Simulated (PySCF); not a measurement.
Isomers of C2H6OSSi, mass 105.991 u with the commonest isotopes. Level of theory: PySCF, PBE0-D3(BJ)/def2-SVP geometry optimisation, gas phase. One conformer each, none proved a minimum here; rigid rotors.

Task: Order these by rotational constant C, largest first.
A. `[CH3:1][C:2](=[S:3])[SiH2:4][OH:5]` with C1–C2–Si4–O5 177°, C2–Si4–O5–H 3°
B. `[CH2:1]=[CH:2][S:3][SiH2:4][OH:5]` with C1–C2–S3–Si4 31°, C2–S3–Si4–O5 161°, S3–Si4–O5–H -58°
C. `[O:1]=[S:2]1[CH2:3][SiH2:4][CH2:5]1` with O1–S2–C3–Si4 84°, S2–C3–Si4–C5 21°, C3–Si4–C5–S2 -21°, O1–S2–C5–Si4 -84°

Result: C (2411 MHz), A (1610 MHz), B (1503 MHz).

Task: Order these by rotational constant A, largest first.
A. `[CH3:1][C:2](=[S:3])[SiH2:4][OH:5]` with C1–C2–Si4–O5 177°, C2–Si4–O5–H 3°
B. `[CH2:1]=[CH:2][S:3][SiH2:4][OH:5]` with C1–C2–S3–Si4 31°, C2–S3–Si4–O5 161°, S3–Si4–O5–H -58°
C. `[CH3:1][C:2](=[S:3])[O:4][SiH3:5]` with C1–C2–O4–Si5 -179°
D. `[O:1]=[S:2]1[CH2:3][SiH2:4][CH2:5]1` with O1–S2–C3–Si4 84°, S2–C3–Si4–C5 21°, C3–Si4–C5–S2 -21°, O1–S2–C5–Si4 -84°

Result: B (6734 MHz), D (5759 MHz), C (4812 MHz), A (4231 MHz).

Task: Order these by out-of-plane moment Σ m c² = (Ia + Ib − Ic)/2, smallest first.
A. `[CH3:1][C:2](=[S:3])[SiH2:4][OH:5]` with C1–C2–Si4–O5 177°, C2–Si4–O5–H 3°
B. `[O:1]=[S:2]1[CH2:3][SiH2:4][CH2:5]1` with O1–S2–C3–Si4 84°, S2–C3–Si4–C5 21°, C3–Si4–C5–S2 -21°, O1–S2–C5–Si4 -84°
C. `[CH2:1]=[CH:2][S:3][SiH2:4][OH:5]` with C1–C2–S3–Si4 31°, C2–S3–Si4–O5 161°, S3–Si4–O5–H -58°

Result: A (4.57 u·Å²), C (6.49 u·Å²), B (34.54 u·Å²).

| SMILES | point group | Ia (u·Å²) | Ib (u·Å²) | Ic (u·Å²) | κ | μa (D) | μb (D) | μc (D) |
| --- | --- | --- | --- | --- | --- | --- | --- | --- |
| C=CS[SiH2]O | C1 | 75.05 | 274.19 | 336.26 | -0.87 | 0.53 | 0.47 | 1.44 |
| CC(=S)[SiH2]O | near Cs | 119.44 | 203.67 | 313.96 | -0.33 | 1.47 | 1.95 | 0.03 |
| O=S1C[SiH2]C1 | Cs | 87.75 | 190.94 | 209.60 | -0.86 | 2.62 | 0.00 | 2.53 |
| CC(=S)O[SiH3] | near Cs | 105.02 | 212.97 | 308.63 | -0.54 | 0.24 | 1.65 | 0.04 |
